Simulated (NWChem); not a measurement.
System: C₂H₆BeIN; SMILES C[N](C)[Be][I]

Here is an NWChem input.

```
start job
memory heap 200 mb stack 900 mb global 1100 mb
geometry units angstroms noautoz
  Be     0.000297     0.792455     0.000000
  I      0.000788    -1.389479     0.000000
  N     -0.000128     2.294338     0.000000
  C     -0.000125     3.088275     1.205489
  C     -0.000125     3.088275    -1.205489
  H     -0.890785     3.744065     1.265509
  H      0.891457     3.742720     1.266587
  H     -0.001192     2.449452     2.102874
  H      0.891457     3.742720    -1.266587
  H     -0.890785     3.744065    -1.265509
  H     -0.001192     2.449452    -2.102874
end
basis spherical
  * library def2-svp
end
ecp
  I library def2-ecp
end
dft
  xc b3lyp
  iterations 150
  mulliken
end
task dft energy
```

Structure relaxed at the PBE0/def2-SVP level. No frequency run checked for a minimum. def2 effective core potentials on I; no spin-orbit coupling.

### Question
What results follow from this input? (B3LYP/def2-SVP with def2 effective core potentials on I.) Quantities: basis functions; energy (Ha); highest occupied level (eV); orbital gap (eV); dipole (D).

### Answer
The number of basis functions is 107 and the energy (Ha) is -447.10. The highest occupied level (eV) is -6.26. The orbital gap (eV) is 5.96 and the dipole (D) comes out as 2.08.
